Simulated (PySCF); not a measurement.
## Krypton: a sound run and one with changed settings

Sound run: Kr⁺ [Ar] 3d10 4s2 4p5, Kr²⁺ [Ar] 3d10 4s2 4p4. Calculation: PySCF 2.14, in Sapporo-DKH3-DZP-2012; the spin-free X2C one-electron Hamiltonian (Gaussian nucleus). In the sound run the correlated levels freeze [Ar] 3d10. The sound run starts from symmetry-adapted Hartree-Fock orbitals and uses a fine grid where one is needed.

Changed run: the non-relativistic Hamiltonian (point nucleus). This setting is unsound on purpose.

```json
{"species": "Kr⁺", "method": "UHF", "sound run (hartree)": "-2787.62818", "changed run (hartree)": "-2727.24614", "converged": "yes"}
{"species": "Kr⁺", "method": "LDA", "sound run (hartree)": "-2785.56090", "changed run (hartree)": "-2725.26469", "converged": "yes"}
{"species": "Kr⁺", "method": "MN15", "sound run (hartree)": "-2791.28481", "changed run (hartree)": "-2731.08107", "converged": "yes"}
{"species": "Kr⁺", "method": "MP2", "sound run (hartree)": "-2787.72815", "changed run (hartree)": "-2727.34633", "converged": "yes"}
{"species": "Kr⁺", "method": "CCSD(T)", "sound run (hartree)": "-2787.74333", "changed run (hartree)": "-2727.36211", "converged": "yes"}
{"species": "Kr²⁺", "method": "UHF", "sound run (hartree)": "-2786.77248", "changed run (hartree)": "-2726.38906", "converged": "yes"}
{"species": "Kr²⁺", "method": "LDA", "sound run (hartree)": "-2784.65451", "changed run (hartree)": "-2724.35686", "converged": "yes"}
{"species": "Kr²⁺", "method": "MN15", "sound run (hartree)": "-2790.39074", "changed run (hartree)": "-2730.18429", "converged": "yes"}
{"species": "Kr²⁺", "method": "MP2", "sound run (hartree)": "-2786.85048", "changed run (hartree)": "-2726.46776", "converged": "yes"}
{"species": "Kr²⁺", "method": "CCSD(T)", "sound run (hartree)": "-2786.86697", "changed run (hartree)": "-2726.48518", "converged": "yes"}
```

Ionisation energy of Kr⁺:

| method | sound run (eV) | changed run (eV) |
| --- | --- | --- |
| UHF | 23.285 | 23.322 |
| LDA | 24.664 | 24.703 |
| MN15 | 24.329 | 24.403 |
| MP2 | 23.883 | 23.907 |
| SCS-MP2 | 23.853 | 23.876 |
| CCSD | 23.839 | 23.855 |
| CCSD(T) | 23.847 | 23.862 |

Most of the change in total energy is the relativistic energy itself. On top of that the contraction fixes the core shape for the Hamiltonian it was made with, so the changed run is not a good calculation with the other Hamiltonian either.

For comparison, NIST gives 24.360 eV between the lowest levels.
